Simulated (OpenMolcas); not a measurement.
Ni7+.

```
Program             : OpenMolcas
Basis               : ANO-RCC-VQZP [7s6p4d3f2g1h]
Scalar Hamiltonian  : DKH2, point nucleus
Active space        : 3 electrons in 5 orbitals (3d)
State averaging     : 2S+1 = 4 even, 10 roots; 2S+1 = 2 even, 40 roots
Spin-orbit coupling : state interaction with AMFI integrals over the reference wave functions, term energies averaged over their components
```

Two sets of levels on these reference wave functions, in cm-1 above 3d3 4F 3/2: one from CASSCF and one from MS-CASPT2, IPEA 0.25 Eh, imaginary shift 0.1 Eh (closed shells correlated: 3s 3p).

```csv
Level,Set 1,Set 2
3d3 4F 3/2,0.0,0.0
3d3 4F 5/2,939,950
3d3 4F 7/2,2190,2210
3d3 4F 9/2,3700,3710
3d3 4P 1/2,28320,24200
3d3 4P 3/2,28580,24440
3d3 2G 7/2,29460,26320
3d3 4P 5/2,29820,25700
3d3 2G 9/2,30610,27520
3d3 2P 3/2 [51 %],38620,33390
3d3 2P 1/2,38690,33970
3d3 2H 9/2,38950,36780
3d3 2H 11/2,39740,37600
3d3 2D 3/2(1) [54 %],43080,37480
3d3 2D 5/2(1),43250,37110
3d3 2F 7/2,65930,58840
```

Which set is which?

Set 2 is MS-CASPT2. Its levels of the other terms of 3d3 lie at 0.85 to 0.95 of the other set's values, as expected, since terms of lower spin or lower L gain more correlation energy than the Hund ground term. Against 6 measured levels (Corliss and Sugar, J. Phys. Chem. Ref. Data 10, 197 (1981)) the mean absolute deviation is 470 cm-1 with it and 2500 cm-1 without; single levels miss by up to 1000 cm-1 with it.

CASPT2 breaks the degeneracy within a term, and the mean is taken; among the terms shown or strongly mixed into the levels shown the widest spread is 880 cm-1 (3d3 4F, MS-CASPT2). Without dynamic correlation excited terms often stand tens of per cent too high (terms of higher spin than the ground term too low), and those without a measured partner can miss by more than the paired ones (holds for CASSCF). Computed and measured levels are paired by configuration, term and J; levels that our copy of the source lacks, or whose pairing is in doubt (as where it misses far off the trend of its configuration), stay unpaired and out of the deviations. Levels of configurations outside the active space are missing. Levels that lie high or do not pair safely by name in every column are left out.

A share in square brackets marks a mixed level and gives the weight of the term that names it, the lowest over the columns. A number in round brackets counts repeated terms of one configuration in the order of the reference energies.
